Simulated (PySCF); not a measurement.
## Computed structure and properties of [PbI]+

System: [PbI]+ (singlet); start: template (C∞v). Method: PySCF 2.14.0, RKS PBE0, Pb def2-SVP with ECP60, I def2-SVP with ECP28; non-relativistic Hamiltonian with scalar-relativistic core potentials where named; density fitting; no spin-orbit coupling.

Input of the relaxation:

```python
mol = gto.M(atom='''
Pb     0.00000     0.00000    -1.11015
I      0.00000     0.00000     1.81935''',
    basis={'Pb': 'def2-SVP', 'I': 'def2-SVP'},
    ecp={'Pb': 'def2-SVP', 'I': 'def2-SVP'},
    charge=1, spin=0)
mf = dft.RKS(mol, xc='PBE0')
mf.grids.atom_grid = (50, 194)
mf = mf.density_fit()  # fitting sets: Pb def2-universal-JKFIT, I def2-universal-JKFIT
mf.conv_tol = 1e-08; mf.max_cycle = 55
mf.kernel(dm0)  # dm0: converged density of the start geometry
# quasi-Newton relaxation in Cartesian coordinates to a largest gradient under 0.00045 Eh/bohr, steps kept in the point group
```

Run from Python with OMP_NUM_THREADS=2; the lines above give its settings. Where DIIS fails, smearing, a level shift and second-order steps follow.
It took 3.5 s on 2 threads of AMD EPYC 9R45 96-Core Processor (Zen 5), with other jobs on the host, from the converged density of the start.

Course of the relaxation:

| step | energy above end (eV) | largest force component within the symmetry (eV/Å) |
| --- | --- | --- |
| 0 | 0.2523 | 1.883 |
| 1 | 0.0246 | 0.707 |
| 2 | 0.0070 | 0.442 |
| 3 | 0.0002 | 0.051 |
| 4 | 0.0000 | 0.003 |

Relaxed geometry (C∞v):

```xyz
2

Pb    0.0000    0.0000   -0.9937
I     0.0000    0.0000    1.7029
```

| contact | Å |
| --- | --- |
| Pb1–I2 (I) | 2.697 |

On the finer grid (75, 302):

| Property | Result |
| --- | --- |
| HOMO | -13.02 eV |
| LUMO | -8.56 eV |
| Dipole about the centre of mass | 3.78 D |
| Set of Mulliken populations of Pb1 outside the core potential | s 3.97, p 7.01, d 10.08 |
| D3(BJ) dispersion energy (not in the energies) | -0.048 eV |

```tsv
atom	Mulliken (e)	Löwdin (e)	spin (e)
Pb1	0.94	0.78	0.00
I2	0.06	0.22	0.00
```

On the grid (50, 194), as all that follows. Harmonic modes: a minimum; lowest 206 cm⁻¹ (negative: unstable), highest 206 cm⁻¹, zero-point energy 0.013 eV.

Taking off one I (charge -1, singlet; the rest: singlet) in vacuum, both parts rigid, costs 14.04 eV; the small basis without counterpoise inflates it. Most of it is the attraction of opposite charges; other ways to part are cheaper, and one spin state was tried for the rest.

Rigid scan of I along the line from its metal, all other atoms held (where the atom bridges, its other bond changes as well):

```csv
distance to I2 (Å),energy (eV)
2.40,0.803
2.50,0.313
2.60,0.069
2.70,0.000
2.80,0.055
2.90,0.193
3.10,0.620
3.40,1.396
3.80,2.374
4.30,3.303
```

One start shape was tried, so this needn't be the lowest isomer.
